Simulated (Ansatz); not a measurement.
[Cr(H2O)4]2+ (CrO₄H₈²⁺), relaxed as a quintet with UKS B3LYP-D4/def2-SVP in Ansatz, starting from the GFN2-xTB (ALPB water) geometry. Force threshold 0.02 eV/Å.

The relaxation made no stability test and no search for a lower SCF solution.

Start:

```csv
atom,x (Å),y (Å),z (Å)
Cr1,-0.001,-0.002,0.002
O2,-1.167,-0.644,-1.593
H3,-2.125,-0.777,-1.607
H4,-0.824,-0.860,-2.473
O5,0.203,1.856,-0.898
H6,1.020,2.242,-1.247
H7,-0.509,2.499,-1.030
O8,1.223,0.622,1.555
H9,1.012,1.287,2.226
H10,2.112,0.284,1.739
O11,-0.257,-1.835,0.937
H12,0.128,-2.684,0.676
H13,-0.816,-1.986,1.713
```

```csv
step,energy (eV),largest force component (eV/Å),SCF passes
1,-36717.5060,0.652,20
2,-36717.5742,0.688,26
3,-36717.6501,0.411,20
4,-36717.6695,0.446,21
5,-36717.6851,0.017,21
6,-36717.6852,0.007,22
```

Force components are those of the run's own axes.

End:

```tsv
atom	x (Å)	y (Å)	z (Å)
Cr1	0.000	0.000	-0.001
O2	-1.171	-0.620	-1.557
H3	-2.014	-1.104	-1.489
H4	-0.986	-0.498	-2.506
O5	0.236	1.816	-0.906
H6	1.063	2.327	-0.975
H7	-0.461	2.338	-1.345
O8	1.167	0.624	1.556
H9	1.115	1.484	2.013
H10	1.878	0.114	1.986
O11	-0.231	-1.817	0.904
H12	-0.184	-2.689	0.471
H13	-0.413	-1.975	1.848
```

By distances, no bond broke or formed. The bond that changes most is Cr1–O2, from 2.08 to 2.04 Å (atoms count from 1).

The force fell under the threshold at step 5, but the optimiser went on. No frequencies were taken in this run, so the end may be a saddle point.

Hardware: 4 threads of Intel Xeon 6975P-C on a shared host. Wall time 10 s.
